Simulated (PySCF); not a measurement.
## Si⁺ (silicon, charge +1): UHF calculation

Configuration: [Ne] 3s2 3p1, 2P determinant. All numbers are calculated (PySCF 2.14, scalar relativity by spin-free X2C-1e, in cc-pVDZ-DK (4s3p1d, 18 functions)).

```json
{"Total energy": "-289.171607 hartree", "One-electron energy": "-396.6275 hartree", "Hartree (Coulomb) energy": "127.5888 hartree", "Exchange energy": "-20.1329 hartree", "⟨S²⟩": "0.7625", "⟨L²⟩": "2.038", "Sum of ⟨r⟩": "11.23 bohr", "Sum of ⟨r²⟩": "20.37 bohr²", "Traceless quadrupole moment −½Σ⟨3z² − r²⟩ along its main axis": "-2.96 e·bohr²", "Langevin diamagnetic susceptibility": "-16.1 ×10⁻⁶ cm³/mol", "Time after the integrals": "0.04 s of wall time on 1 thread of Neoverse-V2 (shared host)"}
```

| shell | electrons | mean orbital energy (hartree) | spread (hartree) | rms radius, mean of both spins (bohr) |
| --- | --- | --- | --- | --- |
| 1s α | 1 | -69.34644 | 0 | 0.129 |
| 1s β | 1 | -69.34053 | 0 | 0.129 |
| 2s α | 1 | -6.54439 | 0 | 0.612 |
| 2s β | 1 | -6.53721 | 0 | 0.612 |
| 2p α | 3 | -4.61731 | 0.01156 | 0.599 |
| 2p β | 3 | -4.60492 | 0.01680 | 0.599 |
| 3s α | 1 | -0.88766 | 0 | 2.25 |
| 3s β | 1 | -0.79954 | 0 | 2.25 |
| 3p α | 1 | -0.59331 | 0 | 2.70 |

Densities and radii are taken from the X2C orbitals without a picture-change correction, which distorts them close to the nucleus.
